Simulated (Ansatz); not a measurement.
Geometry optimisation, RKS PBE0-D4/6-31G (Ansatz 0.2.0).

Input file:

```yaml
crystal:
  periodic: [false, false, false]
  atoms:
    - { symbol: "N", position_ang: [1.2665, -2.2215, 0.5207] }
    - { symbol: C, position_ang: [0.5775, -0.9412, 0.9519] }
    - { symbol: B, position_ang: [-0.0199, -0.0847, -0.29] }
    - { symbol: C, position_ang: [-0.6357, 1.2917, -0.0188] }
    - { symbol: C, position_ang: [-1.1928, 2.0079, -1.0368] }
    - { symbol: F, position_ang: [-1.12471, 1.5181, -2.32794] }
    - { symbol: H, position_ang: [2.03, -1.9421, -0.139] }
    - { symbol: H, position_ang: [0.5586, -2.7352, -0.0238] }
    - { symbol: H, position_ang: [-0.2516, -1.1653, 1.6831] }
    - { symbol: H, position_ang: [1.3236, -0.322, 1.5306] }
    - { symbol: H, position_ang: [0.1274, -0.487, -1.3609] }
    - { symbol: H, position_ang: [-0.7952, 1.6402, 1.0235] }
    - { symbol: H, position_ang: [-1.72149, 2.93017, -0.89935] }
basis:
  gaussian: { orbitals: "6-31G" }
hamiltonian:
  xc: pbe0
  dispersion: d4
relax:
  f_tol: 0.015
  max_steps: 40
```

Launched with:

```bash
$ ansatz run input.yaml --threads 1 --pin off --max-ram 2048MiB --backend cpu --events-out ev --progress --plain --runs-dir out
```

Problem. Where does it end, and by what steps?

Solution. The run converged. The force dipped under the threshold on the way, but the program's further checks kept it going. Limits of this set-up: no polarisation functions. After 10 steps the energy has fallen by 0.330 eV; H8 moved furthest, 0.27 Å.

| step | energy less start (eV) | largest force component (eV/Å) | accepted |
| --- | --- | --- | --- |
| 0 | 0.0000 | 2.366 | yes |
| 1 | -0.0833 | 1.129 | yes |
| 2 | -0.2486 | 0.739 | yes |
| 3 | -0.3173 | 0.430 | yes |
| 4 | -0.3269 | 0.153 | yes |
| 5 | -0.3293 | 0.094 | yes |
| 6 | -0.3297 | 0.032 | yes |
| 7 | -0.3299 | 0.026 | yes |
| 8 | -0.3300 | 0.017 | yes |
| 9 | -0.3302 | 0.004 | yes |
| 10 | -0.3304 | 0.014 | yes |

```xyz
13
Properties=species:S:1:pos:R:3
N 1.266 -2.211 0.569
C 0.591 -0.937 0.857
B 0.007 -0.088 -0.328
C -0.698 1.257 -0.047
C -1.232 2.044 -0.987
F -1.204 1.725 -2.328
H 2.112 -2.106 0.023
H 0.657 -2.907 0.156
H -0.218 -1.133 1.584
H 1.286 -0.304 1.439
H 0.104 -0.479 -1.458
H -0.794 1.633 0.973
H -1.736 2.994 -0.839
```

Whether the end is a true minimum wasn't checked by a vibrational analysis.

Run time: 39 s on 1 thread of Arm Neoverse V2, on a shared host, peak memory 0.17 GiB.
